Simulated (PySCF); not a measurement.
C2H6B, SMILES C[B]C (connectivity only; charge and spin as stated), charge +1, multiplicity 1.

The structure is a stationary point at ωB97X-D3(BJ)/def2-TZVP. The spin state was assumed, not searched. The isomer is the one that the SMILES or the coordinates give; other isomers of the formula were not compared.

Method: ωB97X-D3(BJ)/def2-TZVP (PySCF).

No scaling factor is applied to the harmonic values.

Modes within 1.5 cm⁻¹ of each other (mostly degenerate sets) share a row, with their intensities summed.

Computed vibrational spectrum:
| mode | ν (cm⁻¹) | IR (km/mol) | moving atoms (share of kinetic energy) |
|---|---|---|---|
| 1 | 48 | 0.0 | H 100 % |
| 2–3 | 267 | 0.2 | H 52 %, B 43 % |
| 4–5 | 638 | 0.0 | H 82 %, C 18 % |
| 6 | 756 | 0.0 | C 70 %, H 30 % |
| 7–8 | 909 | 161.2 | H 46 %, B 29 %, C 26 % |
| 9 | 1255 | 4.9 | H 81 %, B 17 % |
| 10 | 1322 | 0.0 | H 74 %, C 26 % |
| 11–12 | 1380 | 0.0 | H 96 % |
| 13–14 | 1387 | 52.6 | H 96 % |
| 15 | 1504 | 462.7 | B 56 %, C 36 % |
| 16 | 3023 | 176.0 | H 97 % |
| 17 | 3032 | 0.0 | H 97 % |
| 18–19 | 3108 | 119.6 | H 91 %, C 9 % |
| 20–21 | 3110 | 0.0 | H 91 %, C 9 % |
